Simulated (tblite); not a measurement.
Input of a run (GFN2-xTB geometry optimisation, gas phase (tblite 0.8.0)), started from a force field or distance geometry:
```
{"job": {"kind": "relax", "xc": "GFN2-xTB", "basis": "xTB"}, "charge": 0, "multiplicity": 1}
C     -2.993000     0.293500    -0.340100
O     -1.946900    -0.118100     0.412200
C     -0.726300    -0.257100    -0.246500
C     -0.183700    -1.617800    -0.205700
N      1.112500    -1.559500    -0.142700
N      1.525500    -0.220400    -0.168400
Si     3.087800     0.448400    -0.755300
C      0.401700     0.514100     0.413500
H     -3.921100     0.366700     0.295400
H     -2.837400     1.257300    -0.838900
H     -3.266700    -0.496200    -1.095700
H     -0.815000     0.005000    -1.332300
H     -0.807600    -2.530400    -0.189100
H      3.504500    -0.130100    -2.033600
H      2.963900     1.904400    -0.946400
H      4.134000     0.230800     0.289300
H      0.343400     0.357800     1.505700
H      0.415700     1.558000     0.102200
```

Output (eV, eV/Å):
```
step      E/eV     max force
  0    -687.50842    2.668
  1    -687.73224    1.536
  2    -687.82765    1.004
  3    -687.90939    0.637
  4    -687.94865    0.439
  5    -687.97939    0.384
  6    -688.00426    0.380
  7    -688.03092    0.352
  8    -688.05344    0.335
  9    -688.06740    0.231
 10    -688.07491    0.220
 11    -688.08010    0.188
 12    -688.08495    0.177
 13    -688.09086    0.205
 14    -688.09739    0.201
 15    -688.10381    0.191
 16    -688.10970    0.179
 17    -688.11532    0.173
 18    -688.12067    0.177
 19    -688.12557    0.190
 20    -688.13019    0.190
 21    -688.13513    0.208
 22    -688.14072    0.175
 23    -688.14624    0.196
 24    -688.15067    0.150
 25    -688.15403    0.152
 26    -688.15742    0.174
 27    -688.16171    0.190
 28    -688.16635    0.206
 29    -688.17016    0.151
 30    -688.17290    0.139
 31    -688.17519    0.105
 32    -688.17763    0.129
 33    -688.18036    0.125
 34    -688.18338    0.166
 35    -688.18696    0.183
 36    -688.19139    0.163
 37    -688.19634    0.184
 38    -688.20067    0.152
 39    -688.20386    0.159
 40    -688.20644    0.183
 41    -688.20910    0.143
 42    -688.21301    0.101
 43    -688.21515    0.122
 44    -688.21833    0.130
 45    -688.22209    0.150
 46    -688.22816    0.197
 47    -688.23669    0.241
 48    -688.24739    0.242
 49    -688.25757    0.257
 50    -688.26055    0.283
 51    -688.26865    0.179
 52    -688.27230    0.133
 53    -688.27745    0.151
 54    -688.28005    0.127
 55    -688.28276    0.091
 56    -688.28472    0.121
 57    -688.28655    0.100
 58    -688.28837    0.088
 59    -688.29035    0.088
 60    -688.29245    0.109
 61    -688.29466    0.103
 62    -688.29699    0.114
 63    -688.29935    0.124
 64    -688.30152    0.108
 65    -688.30314    0.102
 66    -688.30459    0.095
 67    -688.30587    0.086
 68    -688.30713    0.072
 69    -688.30866    0.094
 70    -688.31012    0.081
 71    -688.31155    0.085
 72    -688.31310    0.090
 73    -688.31498    0.093
 74    -688.31672    0.099
 75    -688.31807    0.075
 76    -688.31897    0.060
 77    -688.31968    0.059
 78    -688.32041    0.054
 79    -688.32108    0.063
 80    -688.32179    0.066
 81    -688.32239    0.059
 82    -688.32291    0.045
 83    -688.32330    0.049
 84    -688.32361    0.052
 85    -688.32390    0.046
 86    -688.32425    0.048
 87    -688.32474    0.053
 88    -688.32546    0.066
 89    -688.32642    0.071
 90    -688.32741    0.081
 91    -688.32825    0.071
 92    -688.32892    0.057
 93    -688.32955    0.057
 94    -688.33021    0.057
 95    -688.33074    0.052
 96    -688.33112    0.047
 97    -688.33149    0.047
 98    -688.33198    0.045
 99    -688.33270    0.062
100    -688.33363    0.071
101    -688.33464    0.076
102    -688.33565    0.076
103    -688.33659    0.080
104    -688.33804    0.099
105    -688.34033    0.173
106    -688.34189    0.124
107    -688.34321    0.079
108    -688.34422    0.065
109    -688.34489    0.067
110    -688.34547    0.054
111    -688.34675    0.065
112    -688.34777    0.076
113    -688.34989    0.095
114    -688.35137    0.097
115    -688.35248    0.086
116    -688.35309    0.087
117    -688.35381    0.083
118    -688.35456    0.061
119    -688.35582    0.063
120    -688.35725    0.090
121    -688.35867    0.116
122    -688.35984    0.120
123    -688.36093    0.098
124    -688.36196    0.077
125    -688.36415    0.073
126    -688.36565    0.078
127    -688.36726    0.091
128    -688.36827    0.094
129    -688.36910    0.075
130    -688.37032    0.131
131    -688.37209    0.116
132    -688.37755    0.246
133    -688.38010    0.140
134    -688.38235    0.089
135    -688.38523    0.163
136    -688.38694    0.156
137    -688.38916    0.110
138    -688.39056    0.101
139    -688.39197    0.097
140    -688.39275    0.061
141    -688.39282    0.118
142    -688.39354    0.041
143    -688.39383    0.043
144    -688.39426    0.046
145    -688.39472    0.048
146    -688.39503    0.050
147    -688.39531    0.037
148    -688.39550    0.034
149    -688.39573    0.038
150    -688.39593    0.029
151    -688.39606    0.026
152    -688.39613    0.015
153    -688.39617    0.015
154    -688.39620    0.011
155    -688.39622    0.010
156    -688.39625    0.011
157    -688.39629    0.018
158    -688.39636    0.019
159    -688.39647    0.021
160    -688.39661    0.029
161    -688.39678    0.038
162    -688.39700    0.047
163    -688.39726    0.043
164    -688.39759    0.039
165    -688.39798    0.045
166    -688.39840    0.054
167    -688.39885    0.062
168    -688.39932    0.055
169    -688.39981    0.041
170    -688.39941    0.128
171    -688.40045    0.044
172    -688.40067    0.034
173    -688.40117    0.039
174    -688.40134    0.036
175    -688.40160    0.030
176    -688.40171    0.017
177    -688.40178    0.013
178    -688.40181    0.013
179    -688.40183    0.009
```

**Question.** Summarise the run.

**Answer.** The energy falls by 86.2 kJ/mol over 179 L-BFGS steps, the largest force on an atom goes from 2.67 to 0.009 eV/Å, and the atoms move by 0.995 Å rms after alignment. The bond that changes most is N6–Si7 (silicon-bound nitrogen to SiH3 silicon), which shortens by 0.067 Å. Bonds longer at the end by more than 0.005 Å: 4 of 18; shorter: 11. Among the angles that change most is N6–Si7–H14, from 112.7° to 104.4°. Among the dihedrals that turn most is Si7–N6–C8–H17, from -106° to -51°. The energy rose by more than 1e-5 eV at step 170. The first step brought 25 % of the lowering.

**Question.** What are the final bond lengths?

**Answer.** C1–O2 1.404 Å, O2–C3 1.411 Å, C3–C4 1.515 Å, C4=N5 1.270 Å, N5–N6 1.342 Å, N6–Si7 1.731 Å, N6–C8 1.462 Å, C3–C8 1.544 Å, C1–H9 1.088 Å, C1–H10 1.096 Å, C1–H11 1.098 Å, C3–H12 1.103 Å, C4–H13 1.071 Å, Si7–H14 1.453 Å, Si7–H15 1.468 Å, Si7–H16 1.469 Å, C8–H17 1.094 Å, C8–H18 1.092 Å. Numbering counts from 1 in the input's order; the species is `CO[C@@H]1C=NN([SiH3])C1`.

Its GFN2-xTB frequencies are all real (lowest 52 cm⁻¹). One conformer, not necessarily the lowest.

All values are computed, not measured.
